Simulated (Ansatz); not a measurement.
`C[Si](C)(C)[O][Ga]([Cl])[Cl]` → `C[O][Ga]([Cl])[Cl]` + `C[Si]C`  (silylene formation by 1,1-elimination)

Computed with Ansatz on PBE0-D4/def2-TZVP structures; ΔE is electronic, products minus reactants. CCSD(T)/CBS is the MP2 limit (def2-TZVPP, def2-QZVPP) plus CCSD(T) − MP2 in def2-TZVPP, frozen cores. DFT in def2-TZVPP. B3LYP here is the variant with VWN-RPA as its local correlation; programs differ in this. For Ga outer-core shells are correlated without core-valence functions, which leaves a few kJ/mol of doubt a bond. Scalar relativity is left out up to krypton. Each species was taken in one conformer, which may not be the lowest.

```tsv
level	ΔE (kJ/mol)	difference from CCSD(T)/CBS
BLYP-D4	427.2	-29.7
PBE0-D4	457.4	0.5
B3LYP-D4	446.5	-10.4
r2SCAN0-D4	477.8	20.9
BLYP	395.7	-61.2
PBE0	441.9	-15.0
r2SCANh	467.0	10.1
BHLYP	445.7	-11.2
LC-ωPBE	462.8	5.9
MP2/def2-SVP	451.3	-5.6
CCSD/def2-SVP	421.6	-35.3
CCSD(T)/def2-SVP	422.8	-34.1
SCS-MP2/def2-TZVPP	459.2	2.3
CCSD(T)/def2-TZVPP	451.6	-5.3
HF/CBS(def2)	439.6	-17.3
CCSD/CBS(def2)	454.8	-2.1
CCSD(T)/CBS	456.9	0
```

Largest T1 diagnostic among the species: 0.013.

From BLYP to BHLYP (50 % exact exchange), in def2-TZVPP and without D4, ΔE moves by +50.0 kJ/mol. At CCSD(T), def2-SVP lies −34.1 kJ/mol from the extrapolated value and def2-TZVPP −5.3 kJ/mol.

CCSD(T)/CBS has its own doubt, a few kJ/mol and more with outer-core shells, so smaller differences from it don't rank the levels.
